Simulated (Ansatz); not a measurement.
Reaction (isomerisation): `CC(F)[SiH2]N` → `C[SiH2]C(N)F`

Calculated with Ansatz (gas phase, PBE0-D4/def2-TZVP geometries, no zero-point term in ΔE). CCSD(T)/CBS is the MP2 limit (def2-TZVPP, def2-QZVPP) plus CCSD(T) − MP2 in def2-TZVPP, frozen cores. Functionals use def2-TZVPP. B3LYP here is the variant with VWN-RPA as its local correlation; programs differ in this. One conformer a species, not always the lowest.

(1) Is it downhill or uphill in electronic energy at CCSD(T)/CBS, and by how much? (An estimate is asked.)

(2) What do these levels give: PBE-D4, B3LYP-D4, ωB97X-V, ωB97M-V, PBE, r2SCAN, MP2/def2-TZVPP, SCS-MP2/def2-TZVPP, CCSD/def2-TZVPP, MP2/def2-QZVPP, HF/CBS(def2), CCSD/CBS(def2)? (Estimate.)

Largest T1 diagnostic among the species: 0.011.

## Answers

(1) The calculation gave: Uphill: ΔE = +0.54 eV.

(2) The calculation gave: PBE-D4 0.39, B3LYP-D4 0.49, ωB97X-V 0.48, ωB97M-V 0.49, PBE 0.39, r2SCAN 0.46, MP2/def2-TZVPP 0.54, SCS-MP2/def2-TZVPP 0.55, CCSD/def2-TZVPP 0.54, MP2/def2-QZVPP 0.56, HF/CBS(def2) 0.63, CCSD/CBS(def2) 0.56 eV.

From PBE to PBE0 (25 % exact exchange), in def2-TZVPP and without D4, ΔE moves by +0.06 eV. In def2-TZVPP, CCSD(T) changes the Hartree–Fock value by −0.11 eV (the triples alone add −0.02 eV) and MP2 by −0.08 eV.
